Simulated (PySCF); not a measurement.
How the method changes the constants of CSe⁺

State: ²Σ⁺ (doublet), unpaired electrons σ ↑. Set-up: basis C pcseg-1, Se pcseg-1; no relativity; PySCF 2.14. De refers to C + Se⁺ in their high-spin ground configurations, without counterpoise correction. The functionals are run spin-unrestricted. A positive dipole points towards Se; it is taken about the centre of mass and depends on that origin. Levels whose curve was spin-contaminated or gave no clean fit are not listed.

| Level | Re (Å) | ωe (cm⁻¹) | De (eV) | μ (D) |
| --- | --- | --- | --- | --- |
| ROHF | 1.596 | 1284 | 1.20 | -1.40 |
| ROHF-MP2 | 1.657 | 1087 | 4.42 | n/a |
| ROHF-SCS-MP2 | 1.654 | 1094 | 4.20 | n/a |
| ROHF-CCSD | 1.640 | 1142 | 3.80 | n/a |
| ROHF-CCSD(T) | 1.656 | 1080 | 4.18 | n/a |
| PBE | 1.648 | 1102 | 5.35 | -0.94 |
| PBEsol | 1.642 | 1117 | 5.70 | -0.98 |
| M06-L | 1.631 | 1149 | 5.20 | -0.99 |
| PBE0 | 1.629 | 1148 | 4.68 | -1.06 |
| HSE06 | 1.630 | 1144 | 4.76 | -1.04 |

Question: Which functional lies closest to ROHF-CCSD(T) in De, which farthest, and by how much do they differ from it?

Answer: Closest is PBE0 (-2.7 pm in Re, +6.3 % in ωe, +0.50 eV in De against ROHF-CCSD(T) in the same basis), farthest PBEsol (-1.4 pm in Re, +3.4 % in ωe, +1.52 eV in De). CCSD(T) converges more slowly with the basis than the functionals do and binds too weakly in this one, so the order can change at the basis-set limit.

Question: What does a quarter of exact exchange do here, going from PBE to PBE0?

Answer: PBE0 less PBE: -1.9 pm in Re, +4.2 % in ωe, -0.67 eV in De. Exact exchange removes part of the self-interaction that spreads semilocal densities, and in most molecules shortens and stiffens the bond and lowers De; so it does here.

Question: What does the triples do here, going from ROHF-CCSD to ROHF-CCSD(T)?

Answer: ROHF-CCSD(T) less ROHF-CCSD: +1.6 pm in Re, -5.4 % in ωe, +0.38 eV in De. Correlation nearly always deepens the well. The bond lengthens, as in strong covalent bonds, where excitations into antibonding orbitals dominate.

Correlated steps freeze 10 core orbitals. Correlated levels converge slowly with the basis: in double zeta they bind strong bonds too weakly, by up to about 1 eV, and carry superposition errors of some tenths. Spin–orbit coupling is left out. For an ion De counts to the pair picked by the measured ionisation energies or electron affinities, which need not be the lowest pair at this level. UHF is strongly spin-contaminated for CSe⁺, so the ROHF reference used there is far from stable. The state was picked by a PBE0 search and need not be the measured ground state.
